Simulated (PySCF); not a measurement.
dibromo(difluoro)methane (CBr2F2), SMILES FC(F)(Br)Br.

Geometry: PBE-D3(BJ)/def2-SVP.

The numbers are results of PBE-D3(BJ)/def2-SVP (PySCF), not measurements.

Frequencies are harmonic and unscaled.

### Question
Estimate the vibrational spectrum. (Estimate from the structure and the level; the computed values follow.)

### Answer

```tsv
mode	ν (cm⁻¹)	IR (km/mol)	moving atoms (share of kinetic energy)
1	158	0.1	Br 82 %, F 15 %
2	268	0.0	F 90 %, Br 10 %
3	312	2.4	F 59 %, Br 39 %
4	324	1.2	F 53 %, Br 40 %
5	357	0.1	F 73 %, C 20 %
6	616	11.2	F 78 %, C 20 %
7	767	390.9	C 91 %
8	1091	302.6	C 64 %, F 36 %
9	1176	194.4	C 71 %, F 29 %
```
